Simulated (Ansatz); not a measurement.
Cartesian coordinates in Å:
```
O -1.8175 0.6364 -0.0237
W -0.1046 -0.0851 -0.0758
O -0.1893 -1.1261 1.4579
O 0.5086 0.7526 -1.6138
Cl 2.1901 -0.7341 0.0486
Cl 0.4417 1.8158 1.2110
Cl -0.8874 -1.8429 -1.3288
H -2.0793 1.4513 0.4152
H 0.5333 -1.6065 1.8719
H 1.4045 0.7387 -1.9624
```

Charge 0, multiplicity 1. W takes the def2 core potential.

(1) List the PBE/def2-TZVPP orbital energies in eV (Ansatz). (Estimate.)

## Answers

(1) The calculation gave: Occupied: -2739.16, -2738.68, -2738.61, -511.73, -511.68, -511.68, -249.74, -249.26, -249.19, -190.38, -190.32, -190.27, -189.91, -189.85, -189.83, -189.79, -189.73, -189.73, -80.97, -45.31, -45.19, -45.05, -26.09, -25.72, -25.35, -20.42, -19.91, -19.73, -14.78, -14.00, -12.89, -11.01, -10.87, -10.80, -10.72, -10.03, -9.59, -9.04, -8.80, -8.33, -8.17, -7.93, -7.85, -7.43, -7.38, -7.21. Lowest empty: -4.81, -4.03, -3.57, -1.42, -0.77, -0.14, 0.72, 1.17.
